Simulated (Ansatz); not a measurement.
`OC[SiH2]Br` + H₂ → `C[SiH2]Br` + H₂O  (hydrogenolysis of a C–O bond)

Program: Ansatz. Geometries: PBE0-D4/def2-TZVP. ΔE: electronic, gas phase. CBS: MP2 limit from def2 TZ/QZ plus the TZ coupled-cluster correction, frozen cores. This one scheme is used for every species. DFT in def2-TZVPP. HSE06 is defined as in plane-wave codes. For Br outer-core shells are correlated without core-valence functions, which leaves a few kJ/mol of doubt a bond. Scalar relativity is left out up to krypton. Each species was taken in one conformer, which may not be the lowest.

`OC[SiH2]Br`:

```xyz
9

O     0.035    0.535   -1.665
C     0.110   -0.540   -0.749
Si    0.225    0.049    1.036
Br   -1.510    1.423    1.342
H    -0.701    1.100   -1.407
H     1.017   -1.103   -0.993
H    -0.733   -1.238   -0.860
H     0.106   -1.066    2.007
H     1.452    0.840    1.289
```

H₂:

Cartesian coordinates in Å:
```
H 0.100 0.244 -0.264
H -0.100 -0.244 0.264
```

`C[SiH2]Br`:

Z-matrix (Å, degrees):
```
C
Si 1 1.858
H 1 1.092 2 110.7
H 1 1.094 2 109.9 3 119.8
H 1 1.092 2 110.7 3 -120.4
Br 2 2.229 1 109.7 3 60.1
H 2 1.483 1 111.7 3 178.6
H 2 1.483 1 111.7 3 -58.3
```

H₂O:

Cartesian coordinates in Å:
```
O 0.137 -0.364 0.000
H -0.726 -0.066 -0.293
H 0.589 0.430 0.292
```

Question: Is it downhill or uphill in electronic energy at CCSD(T)/CBS, and by how much? (Best estimate.)

Answer: The calculation gave: Downhill: ΔE = -1.44 eV.

Question: What do these levels give: PBE-D4, r2SCAN-D4, PBE, HSE06, SCS-MP2/def2-TZVPP, HF/CBS(def2)? (Best estimate.)

Answer: Ansatz gave: PBE-D4 -1.29, r2SCAN-D4 -1.35, PBE -1.33, HSE06 -1.41, SCS-MP2/def2-TZVPP -1.43, HF/CBS(def2) -1.54 eV.

Largest T1 diagnostic among the species: 0.009.

The D4 term adds +0.06 eV with B3LYP and +0.03 eV with PBE0; it sums over pairs of atoms, weighted by their polarisabilities, and B3LYP, whose exchange is more repulsive, gets the larger term. From BLYP to BHLYP (50 % exact exchange), in def2-TZVPP and without D4, ΔE moves by −0.12 eV.

B3LYP here is the variant with VWN-RPA as its local correlation; programs differ in this.
